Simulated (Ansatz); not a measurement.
C$_{3}$H$_{10}$Cl$_{2}$GeSi, SMILES `C[SiH](Cl)C[CH2][GeH2][Cl]`, relaxed with RKS PBE-D4/def2-SVP in the Gaussian-basis code of Ansatz from a rough embedded geometry. The force threshold is 0.03 eV/Å; the program also tests the step.

The species carries charge 0 and has multiplicity 1.

Start:

```xyz
17

C    -2.017    0.997    0.641
Si   -0.470    0.418    1.359
Cl   -0.799   -0.033    3.383
C     0.180   -1.136    0.427
C     0.292   -0.948   -1.048
Ge    1.844    0.191   -1.480
Cl    3.647   -0.627   -0.535
H    -2.420    1.888    1.191
H    -1.887    1.400   -0.406
H    -2.809    0.227    0.654
H     0.549    1.493    1.274
H    -0.624   -1.904    0.632
H     1.014   -1.458    0.916
H     0.437   -1.899   -1.499
H    -0.612   -0.492   -1.475
H     1.622    1.671   -1.004
H     2.053    0.211   -3.029
```

```json
{"step": "1", "energy (eV)": "-92670.8951", "largest force (eV/Å)": "4.293", "largest move (Å)": "0.000"}
{"step": "2", "energy (eV)": "-92671.2611", "largest force (eV/Å)": "1.139", "largest move (Å)": "0.141"}
{"step": "3", "energy (eV)": "-92671.3349", "largest force (eV/Å)": "0.238", "largest move (Å)": "0.068"}
{"step": "4", "energy (eV)": "-92671.3399", "largest force (eV/Å)": "0.062", "largest move (Å)": "0.018"}
{"step": "5", "energy (eV)": "-92671.3427", "largest force (eV/Å)": "0.048", "largest move (Å)": "0.077"}
{"step": "6", "energy (eV)": "-92671.3450", "largest force (eV/Å)": "0.141", "largest move (Å)": "0.195"}
{"step": "7", "energy (eV)": "-92671.3470", "largest force (eV/Å)": "0.154", "largest move (Å)": "0.038"}
{"step": "8", "energy (eV)": "-92671.3478", "largest force (eV/Å)": "0.090", "largest move (Å)": "0.044"}
{"step": "9", "energy (eV)": "-92671.3505", "largest force (eV/Å)": "0.041", "largest move (Å)": "0.080"}
{"step": "10", "energy (eV)": "-92671.3513", "largest force (eV/Å)": "0.046", "largest move (Å)": "0.080"}
{"step": "11", "energy (eV)": "-92671.3517", "largest force (eV/Å)": "0.041", "largest move (Å)": "0.041"}
{"step": "12", "energy (eV)": "-92671.3521", "largest force (eV/Å)": "0.016", "largest move (Å)": "0.037"}
```

End:

```xyz
17

C    -1.938    1.159    0.629
Si   -0.430    0.353    1.411
Cl   -0.920   -0.258    3.356
C     0.119   -1.197    0.470
C     0.296   -1.034   -1.049
Ge    1.698    0.248   -1.586
Cl    3.443   -0.154   -0.324
H    -2.300    2.003    1.250
H    -1.689    1.558   -0.377
H    -2.767    0.430    0.520
H     0.694    1.343    1.529
H    -0.633   -1.988    0.688
H     1.070   -1.540    0.931
H     0.564   -2.002   -1.523
H    -0.642   -0.695   -1.541
H     1.297    1.725   -1.324
H     2.137    0.051   -3.060
```

Run time 34 s (3 threads of an AMD EPYC 7R13 on a shared host and a share of an NVIDIA H100 80 GB); peak host memory 0.85 GiB.
